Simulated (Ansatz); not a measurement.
Born–Oppenheimer molecular dynamics of CH₆GaN (9 atoms, charge 0, multiplicity 1). It starts from a relaxed structure.

These are results of RKS PBE/def2-SVP in Ansatz, not measurements.

```json
{
  "ensemble": "NVE (velocity Verlet)",
  "time step": "0.5 fs",
  "steps asked": "150",
  "starting velocities drawn for": "3000 K",
  "seed": "614580"
}
```

First frame:

```xyz
9
Properties=species:S:1:pos:R:3
Ga 0.000 0.141 0.001
C -0.034 -0.070 1.965
H -1.049 -0.312 2.339
H 0.659 -0.877 2.279
H 0.308 0.865 2.455
H 1.260 0.449 -0.895
N -1.575 -0.029 -0.914
H -2.479 -0.228 -0.481
H -1.662 0.061 -1.928
```

Question: How far do the bonds stretch over the last three quarters of this one trajectory? (Pairs bonded in most of those frames.)

Answer: 
| bond | mean (Å) | spread (Å) | shortest | longest |
| --- | --- | --- | --- | --- |
| Ga1–C2 | 1.995 | 0.031 | 1.95 | 2.05 |
| Ga1–H6 | 1.611 | 0.023 | 1.56 | 1.64 |
| Ga1–N7 | 1.847 | 0.054 | 1.75 | 1.93 |
| C2–H3 | 1.123 | 0.040 | 1.05 | 1.19 |
| C2–H4 | 1.141 | 0.066 | 1.02 | 1.27 |
| C2–H5 | 1.147 | 0.078 | 1.01 | 1.28 |
| N7–H8 | 1.033 | 0.043 | 0.96 | 1.10 |
| N7–H9 | 1.031 | 0.021 | 0.99 | 1.07 |

Mean temperature of the second half: 1603 K. The conserved energy stayed within 0.87 meV per atom of its start (net change 0.22 meV per atom), so the integration is sound. Over the second half the temperature averaged 0.53 of the 3000 K drawn at the start: a run that starts near a minimum puts about half its kinetic energy into the potential. A run of 0.075 ps of so small a system gives no equilibrium averages.

Run time: 5.1 min on 1 thread of Arm Neoverse V2, with other jobs on the host, peak memory 0.12 GiB.
